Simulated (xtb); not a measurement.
BH₂IO, SMILES B(O)I. All values are semi-empirical tight-binding results from xtb (GFN2-xTB unless named), good for trends rather than for accurate numbers. Geometry: GFN2-xTB. The values are those of a single conformer.

Computed properties:
```
Item                                            Result
---------------------------------------  -------------
point group as xtb finds it                         Cs
orbital gap                                    4.89 eV
zero-point energy                        17.0 kcal/mol
G − E(el) at 298.15 K (modified RRHO)    -0.3 kcal/mol
static polarisability (D4 model)            51.8 bohr³
solvation energy, GFN2-xTB/ALPB(water)   -6.0 kcal/mol
solvation energy, GFN2-xTB/ALPB(hexane)  -4.0 kcal/mol
```
